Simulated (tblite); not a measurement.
Species: C₆H₁₁ClOSi.
Geometry (GFN2-xTB, Å), atoms numbered from 1 in this order:
```
atom  x, y, z in Å
C1     3.2429   -0.0352    0.2272
C2     2.1506   -0.3887   -0.4222
C3     0.7680    0.0780   -0.0733
C4     0.0504   -1.0179    0.7417
Si5   -1.7671   -0.5338    1.0301
Cl6   -1.8725    0.8137    2.5377
C7    -2.2643    0.2993   -0.6074
C8    -1.0827    1.1120   -1.1510
O9     0.0989    0.3636   -1.2887
H10    4.2120   -0.4201   -0.0405
H11    3.2134    0.6508    1.0583
H12    2.1862   -1.0714   -1.2586
H13    0.8256    0.9955    0.5363
H14    0.5979   -1.1686    1.6722
H15    0.1075   -1.9493    0.1774
H16   -2.6127   -1.6804    1.3597
H17   -3.1221    0.9619   -0.4985
H18   -2.5308   -0.4570   -1.3452
H19   -0.9017    1.9814   -0.4997
H20   -1.3048    1.4768   -2.1584
```

Method: GFN2-xTB as coded in tblite; computed harmonic values from a numerical Hessian at the method's own geometry, unscaled. The method is semi-empirical: single wavenumbers can be off by several per cent or more. Modes of hydrogen on silicon can be 10 to 20 % off. One conformer, not necessarily the lowest.

Harmonic wavenumbers (cm⁻¹): 51.9, 61.1, 81.5, 162.0, 170.0, 230.7, 270.4, 333.8, 336.3, 410.3, 469.6, 493.9, 534.5, 595.5, 613.6, 649.2, 699.5, 760.6, 797.3, 819.4, 895.5, 898.8, 957.4, 982.4, 995.6, 1018.2, 1050.8, 1086.9, 1113.3, 1149.5, 1162.7, 1219.1, 1223.5, 1259.7, 1291.9, 1307.5, 1322.2, 1347.7, 1415.2, 1457.8, 1460.5, 1473.5, 1716.3, 2257.7, 2829.2, 2855.6, 2950.1, 2985.1, 2992.1, 2995.2, 3002.5, 3081.9, 3097.1, 3126.6.

A = 1765, B = 780.7, C = 639.7 MHz; mass 162.027 u (most abundant isotopes); point group C1, symmetry number 1.

Task: Zero-point energy?

Result: ½Σν̃ = 34260 cm⁻¹ = 97.95 kcal/mol.

Task: Entropy at 298.15 K, 1 bar (ideal gas, RRHO, classical rotation)?

Result: Translation 41.18, rotation 30.28, vibration 30.29: S = 101.8 cal/(mol K).

Task: And Cp and H(298.15 K) − H(0)?

Result: Cp = 40.80 cal/(mol K), of which vibrations give 32.85 (their classical limit is 54 R = 107.3); H(298.15 K) − H(0) = 7.17 kcal/mol without the zero-point energy, 4.80 from vibrations.

Task: How do the functions run with temperature in this model?

Result: 
```csv
T (K),S (cal/(mol K)),Cp (cal/(mol K)),H − H(0) (kcal/mol),G − H(0) (kcal/mol),ln q(vib)
100,71.6,18.8,1.32,-5.84,1.82
200,87.9,29.5,3.72,-13.85,4.49
300,102.0,41.0,7.25,-23.35,7.19
500,127.9,61.1,17.57,-46.40,12.67
800,161.1,79.8,38.96,-89.92,20.65
1000,179.8,87.7,55.75,-124.05,25.62
```

q(vib) and H(0) count from the zero-point level.

Task: Which modes carry the vibrational entropy at 298.15 K?

Result: 51.9 cm⁻¹: 4.74; 61.1 cm⁻¹: 4.42; 81.5 cm⁻¹: 3.85; 162.0 cm⁻¹: 2.53; 170.0 cm⁻¹: 2.44; 230.7 cm⁻¹: 1.87 cal/(mol K); the other 48 give 10.44 together.

Task: What must be added to the electronic energy to get the Gibbs energy at 298.15 K and 1 bar?

Result: ZPE + [H(298.15 K) − H(0)] − T·S = 97.95 + 7.17 − 30.34 = 74.78 kcal/mol.

Hindered rotation and anharmonicity are outside this model. Other conformers, if any are populated, would add a mixing term that is left out. The structure is chiral; the term R ln 2 for an equal mix with its mirror image is left out.

On one thread, Arm Neoverse N1 (aarch64), shared host, this took 1.8 s wall. The figure is for the frequency step alone.
